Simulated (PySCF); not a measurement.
The dipole of `CCCCS[SiH](Cl)Cl` (HSiCl2SBu) from its density and from atomic charges.

Coordinates (PBE0-D3(BJ)/def2-SVP, Å) and charges (e) from the PBE0/pcSseg-1 density (PySCF):

```
atom       x       y       z  Mulliken      IAO  Hirshfeld  ESP-fitted
  C1  -1.667   1.012   0.069   -0.2772  -0.4075    -0.1124     -0.4223
  C2  -0.593   0.240   0.817   -0.2624  -0.2464    -0.0695     +0.2075
  C3   0.315  -0.557  -0.107   -0.2815  -0.2477    -0.0683     -0.0206
  C4   1.433  -1.318   0.585   -0.3233  -0.3225    -0.0606     -0.3971
  S5   2.574  -0.307   1.614   -0.2183  -0.1593    -0.0655     -0.1518
 Si6   3.257   1.091   0.185   +0.7549  +0.8408    +0.3239     +0.1786
 Cl7   4.875   2.015   1.044   -0.2917  -0.2852    -0.1140     -0.0914
 Cl8   3.808   0.133  -1.561   -0.3008  -0.3083    -0.1121     -0.1174
  H9  -2.310   0.341  -0.523   +0.1120  +0.1331    +0.0383     +0.0950
 H10  -1.221   1.739  -0.630   +0.1137  +0.1336    +0.0385     +0.1017
 H11  -2.316   1.572   0.758   +0.1235  +0.1426    +0.0433     +0.1089
 H12  -1.059  -0.447   1.545   +0.1197  +0.1287    +0.0365     -0.0063
 H13   0.022   0.934   1.415   +0.1322  +0.1336    +0.0237     -0.0103
 H14   0.743   0.107  -0.879   +0.1385  +0.1239    +0.0277     +0.0438
 H15  -0.283  -1.297  -0.668   +0.1339  +0.1413    +0.0457     +0.0548
 H16   1.028  -2.049   1.302   +0.1700  +0.1605    +0.0499     +0.2095
 H17   2.046  -1.869  -0.142   +0.1783  +0.1581    +0.0372     +0.1737
 H18   2.285   2.141  -0.202   -0.0213  -0.1193    -0.0629     +0.0438
```

Task: Compute μ = Σ q r for each scheme (1 e·Å = 4.803 D) and compare with the dipole of the full density.

Result: The full density gives (-2.85, -0.75, -0.51) D, 2.99 D in size; dipole vectors point from the negative to the positive end.

| scheme | μx | μy | μz | size (D) | share of the full size (%) | angle to the full dipole (°) |
| --- | --- | --- | --- | --- | --- | --- |
| Mulliken | -4.11 | 0.56 | -0.56 | 4.19 | 140 | 22 |
| IAO | -2.96 | -0.19 | 0.19 | 2.97 | 100 | 17 |
| Hirshfeld | -1.24 | -0.44 | 0.06 | 1.32 | 44 | 14 |
| ESP-fitted | -2.87 | -0.74 | -0.50 | 3.01 | 101 | 0 |

Task: Which set comes closest?

Result: Length of the difference vector: ESP-fitted 0.03 D, IAO 0.90 D, Hirshfeld 1.73 D, Mulliken 1.82 D. Closest: ESP-fitted. The schemes that divide the density aren't constrained to reproduce the dipole.

Task: What is left for the Hirshfeld atoms' own dipoles?

Result: The shares of the density sum to the whole, so what Σ q r misses lies in dipoles about the nuclei. The atomic dipoles sum to (-2.85, -0.75, -0.51) − (-1.24, -0.44, 0.06) = (-1.61, -0.31, -0.57) D, 1.73 D in size.

Task: With the origin at the mean of the coordinates, (0.719, 0.193, 0.257) Å, which are the largest single terms, by size, of the ESP-fitted dipole along the direction of the full one?

Result: C1 -4.26, Si6 -2.26, Cl7 +2.00, Cl8 +1.48, S5 +1.37 D; all 18 atoms together +3.01 D. The single terms depend on the origin, their sum doesn't.

Task: Give the size of the full dipole in other units.

Result: 2.99 D = 1.175 au = 0.622 e·Å = 9.96 × 10⁻³⁰ C·m.

Isolated species at its PBE0-D3(BJ)/def2-SVP geometry (one conformer only).

These values come from a run that also computed NMR shieldings. On Arm Neoverse N1, one thread, on a shared host, this took 62 s wall.

Conformer computed: `[CH3:1][CH2:2][CH2:3][CH2:4][S:5][SiH:6]([Cl:7])[Cl:8]`: C1–C2–C3–C4 178°, C2–C3–C4–S5 -57°, C3–C4–S5–Si6 -57°, C4–S5–Si6–Cl7 -167°.
